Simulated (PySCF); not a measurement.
**Correlation energy of Pb (lead, neutral)**

[Xe] 4f14 5d10 6s2 6p1 6d1, one real determinant (an excited configuration). All numbers are calculated (PySCF 2.14, scalar relativity by spin-free X2C-1e, in aug-cc-pwCVTZ-DK3). Frozen: [Xe] 4f14 5d10; 4 electrons correlated.

| level | correlation energy (mhartree) |
| --- | --- |
| CCSD | -47.73 |
| (T) | -1.71 |
| CCSD(T) | -49.44 |

Diagnostics: T1 = 0.025, D1 = 0.0677, largest double amplitude 0.123.

The real determinant used has ⟨L²⟩ near 8 against 12 for a pure F term, so it mixes terms. Spin-orbit coupling, absent here, splits the open shell strongly. The outer electron is Rydberg-like, and this basis confines it to a smaller radius and binds it less than a complete one would.

Cost of the coupled-cluster step: roughly 60 core-seconds, for 4 correlated electrons.

The reference is one real determinant that mixes LS terms of this configuration.
